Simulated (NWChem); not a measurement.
# CH₂ClF₃Si; SMILES F[Si@H](Cl)C(F)F

```xyz
8

F     -0.0759     2.2943    -0.6090
C      0.5911     1.2250    -0.1000
F      0.7531     1.4109     1.2298
Si    -0.4491    -0.3444    -0.4315
F     -1.7994    -0.2563     0.4456
Cl     0.6386    -1.9668     0.1759
H      1.5938     1.1938    -0.5684
H     -0.8102    -0.4672    -1.8611
```
Atoms are numbered in this order, from 1.

Level: PBE0/def2-SVP (NWChem), optimised geometry, unscaled harmonic frequencies. 

Question: List the harmonic frequencies with IR intensities, and the thermochemistry.

Answer: 
| frequency (cm⁻¹) | IR intensity (km/mol) |
|---|---|
| 46 | 0.6 |
| 111 | 4.1 |
| 145 | 3.7 |
| 223 | 6.5 |
| 296 | 5.1 |
| 419 | 53.0 |
| 561 | 16.5 |
| 585 | 78.7 |
| 667 | 17.8 |
| 807 | 200.7 |
| 832 | 16.0 |
| 947 | 153.1 |
| 1131 | 149.0 |
| 1165 | 100.6 |
| 1347 | 22.8 |
| 1373 | 7.8 |
| 2312 | 87.9 |
| 3056 | 27.9 |

The zero-point energy is 22.9 kcal/mol and the thermal correction to the enthalpy at 298.15 K (with zero-point energy) is 27.9 kcal/mol. The heat capacity Cv is 22.2 cal/(mol K), the entropy at 298.15 K and 1 atm (symmetry number 1) is 86.1 cal/(mol K) and the dipole moment is 2.22 D.

Rigid rotor and harmonic oscillator; modes under 100 cm⁻¹ make the entropy uncertain.
